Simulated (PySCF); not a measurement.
Species: C4H3OSe, net charge -1, singlet state. It need not be the lowest isomer of its formula. Whether it binds its extra electron was not tested at this geometry. 
Coordinates optimised at B3LYP-D3(BJ)/def2-TZVP (Ansatz):
```
C
C 1 1.3165
O 1 1.3816 2 131.90
H 3 0.9634 1 107.06 2 153.42
C 2 1.4382 1 111.57 3 176.86
C 5 1.3655 2 120.09 1 0.70
H 6 1.0824 5 127.00 2 177.65
H 5 1.0899 6 118.24 7 -1.08
Se 6 1.8841 7 120.27 5 179.19
```
Charge -1, spin multiplicity 1.

Dispersion corrections to the total energy (kcal/mol) from the dftd3 and dftd4 libraries through PySCF: D3(BJ) without and D4 with the three-body term, each with the damping fitted for the functional named.

```csv
functional,D3(BJ),D4
HSE06,-4.03,-5.28
B2GP-PLYP,[?],-2.82
LC-wPBE,[?],-7.57
BP86,-9.94,[?]
B2PLYP,-5.15,-4.69
PBE0,-5.14,-5.67
B3LYP,-10.72,-11.03
```

### Question
What belongs in the gaps?

### Answer

- B2GP-PLYP, D3(BJ): -4.61
- LC-wPBE, D3(BJ): -5.74
- BP86, D4: -9.10
